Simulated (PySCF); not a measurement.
**Pd⁻ (palladium, charge -1) across methods**

[Kr] 4d10 5s1, 2S determinant. Calculation: PySCF 2.14, in def2-TZVPPD with the def2 core potential (28 electrons) (6s4p3d2f1g, 56 functions); a scalar-relativistic core potential.

```csv
method,E (hartree),mean ε 5s α (eV),mean ε 4d α (eV),mean ε 4d β (eV),Σ⟨r²⟩ (bohr²),⟨S²⟩
BLYP,-127.8577,2.164,3.032,3.141,60.91,0.751
B97-3,-127.8972,1.749,1.390,1.489,61.25,0.750
PBE0,-127.8666,1.555,1.408,1.512,60.84,0.752
BP86,-127.9986,1.868,2.742,2.877,60.57,0.752
LDA,-127.6591,1.858,2.682,2.815,60.47,0.751
UHF,-127.00223,0.706,-2.443,-2.480,63.29,0.752
r2SCANh,-127.8931,1.696,2.249,2.373,60.43,0.752
r2SCAN,-127.9111,1.888,2.852,2.996,60.26,0.753
```

Task: Estimate the same row for PBE.

Result: E (hartree) = -127.8996; mean ε 5s α (eV) = 2.029; mean ε 4d α (eV) = 2.897; mean ε 4d β (eV) = 3.041; Σ⟨r²⟩ (bohr²) = 60.71; ⟨S²⟩ = 0.752.

Energies and moments cover only the electrons outside the core potential. At BLYP the highest occupied level has a positive energy, so only the finite basis holds that electron; in a semilocal or global hybrid functional this comes from self-interaction and does not mean that the real anion is unbound.

The highest occupied level is positive at BLYP, PBE, B97-3, PBE0, BP86, LDA, UHF, r2SCANh, r2SCAN: only the finite basis holds that electron, at UHF too, so the state is unbound at these levels.
